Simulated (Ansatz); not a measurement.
`F[Si]1(Cl)[CH2][AlH]1` + H₂ → `Cl[SiH]1[CH2][AlH]1` + H–F at 298.15 K and 1 bar (hydrogenolysis of the Si–F bond).

Gas-phase electronic energies from Ansatz, PBE0-D4/def2-TZVP geometries. CCSD(T)/CBS adds triple-zeta CCSD(T) − MP2 to the extrapolated MP2 energy (def2 sets, frozen cores). This one scheme is used for every species.

```json
{"species": "`F[Si]1(Cl)[CH2][AlH]1`", "CCSD(T)/CBS energy (Eh)": "-1130.58733", "H − E (kJ/mol)": "117.7", "S (J/(mol·K))": "351.3"}
{"species": "H₂", "CCSD(T)/CBS energy (Eh)": "-1.17544", "H − E (kJ/mol)": "35.1", "S (J/(mol·K))": "130.4"}
{"species": "`Cl[SiH]1[CH2][AlH]1`", "CCSD(T)/CBS energy (Eh)": "-1031.32235", "H − E (kJ/mol)": "128.6", "S (J/(mol·K))": "333.1"}
{"species": "H–F", "CCSD(T)/CBS energy (Eh)": "-100.39570", "H − E (kJ/mol)": "33.5", "S (J/(mol·K))": "173.6"}
```

H − E and S are ideal-gas, rigid-rotor, harmonic terms from PBE0-D4/def2-TZVP, for one conformer and one mirror image of each species. The MP2-based limit puts H₂ 0.8 mEh under its directly extrapolated value; such offsets cancel only in part. 1 Eh = 2625.50 kJ/mol, R = 8.31446 J/(mol·K).

Problem. By hand: ΔE, ΔH, ΔS and ΔG.

Solution. ΔE = (-1031.32235) + (-100.39570) − (-1130.58733) − (-1.17544) = 0.04472 Eh = 117.4 kJ/mol. Δ(H − E) = 128.6 + 33.5 − 117.7 − 35.1 = 9.3, so ΔH = 126.7 kJ/mol. ΔS = 333.1 + 173.6 − 351.3 − 130.4 = 25.0 J/(mol·K). ΔG = 126.7 − 298.15 × (25.0)/1000 = 119.2 kJ/mol.

Problem. By hand: the equilibrium constant, and the temperature at which ΔG would vanish if ΔH and ΔS stayed fixed.

Solution. log₁₀ K = −ΔG/(RT ln 10) = -20.9. ΔG = 0 at ΔH/ΔS = 5068 K, far beyond where these terms or the molecules hold.

ΔH outweighs TΔS. A doubt of 5 kJ/mol in ΔE shifts log₁₀ K by 0.9 here. Other conformers and mirror images would add mixing entropy, several J/(mol·K) or more a flexible species. These are equilibria of isolated gas molecules and say nothing of rates. Largest T1 diagnostic: 0.012 (customary marks: 0.02 for closed shells, 0.045 for open ones).
